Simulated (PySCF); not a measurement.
# C3H2ClF2O: g tensor and hyperfine couplings

Compound: C₃H₂ClF₂O (doublet state).
SMILES with atom numbers: `[F:1][C:2]1([F:3])[O:4][CH2:5][C:6]1[Cl:7]` (hydrogens: H8, H9 on C5)

Structure used (GFN2-xTB), in Å, numbered top down from 1:
```xyz
9
C3H2ClF2O angstrom
F      0.033   -1.732    1.124
C     -0.385   -0.931    0.112
F     -1.098   -1.748   -0.688
O     -1.096    0.168    0.549
C     -0.129    1.106    0.034
C      0.641   -0.050   -0.529
Cl     2.275   -0.275   -0.772
H     -0.583    1.791   -0.689
H      0.355    1.676    0.835
```

Method used: UKS B3LYP, pcH-1 on C Cl F H O, non-relativistic, mean-field spin-orbit, GIAO (PySCF). Isolated species at its GFN2-xTB geometry, gas phase. Couplings are sensitive to structure, and on GFN2-xTB geometries they can be far from those on DFT ones. The SCF solution wasn't tested for stability.

| Item | Value |
| --- | --- |
| g1, g2, g3 | 2.00171, 2.00713, 2.00855 |
| g_iso | 2.00580 |
| Form of g | rhombic: the two nearest values differ by 21 % of g3 − g1 |
| ⟨S²⟩ | 0.7539 (exact 0.7500) |
| α and β electrons | 32, 31 |
| HOMO–LUMO gap, α and β orbitals | 7.51, 5.76 eV |

Hyperfine couplings atom by atom, in MHz; T1 to T3 are the principal values of the dipolar part; ρ(0) is the spin density at the nucleus:

```tsv
atom	isotope	a_iso	of which spin–orbit	T1	T2	T3	Mulliken spin population	ρ(0) (bohr⁻³)
F1	19F	52.3	0.2	-47.6	-42.7	90.4	0.02	0.0124
C2	13C	-25.1	0.0	-4.5	-1.0	5.5	-0.02	-0.0223
F3	19F	49.5	0.1	-34.3	-31.9	66.2	0.01	0.0117
O4	17O	0.4	0.1	-9.4	4.4	5.1	0.02	-0.0005
C5	13C	-21.9	0.0	-3.1	-0.1	3.2	-0.06	-0.0196
C6	13C	187.7	0.5	-78.1	-75.8	154.0	0.86	0.1665
Cl7	35Cl	10.6	0.0	-34.6	-25.1	59.7	0.12	0.0244
H8	1H	66.7	0.0	-4.7	-4.6	9.3	0.03	0.0149
H9	1H	64.5	0.0	-4.5	-2.6	7.1	0.03	0.0144
```

Largest spin populations (Mulliken): C6 (+0.86) and Cl7 (+0.12). No atom but C6 exceeds +0.15. The angles at C6 add up to 349.0°, so it is slightly pyramidal.

Under fast tumbling the dipolar parts average out, and these isotropic splittings remain: 2 × 1H (H8/H9, I = 1/2, 3 lines) with 2.34 mT, 2 × 19F (F1/F3, I = 1/2, 3 lines) with 1.81 mT and 1 × 35Cl (Cl7, I = 3/2, 4 lines) with 0.38 mT.

Means are taken over nuclei equivalent by connectivity, which assumes that they swap fast.

Main isotope only: 35Cl (natural samples also hold 24 % 37Cl, magnetic too, which adds its own pattern).

The 13C coupling of C6 (187.7 MHz) shows only in satellite lines or after enrichment, since that isotope makes up about 1.07 % of natural carbon.
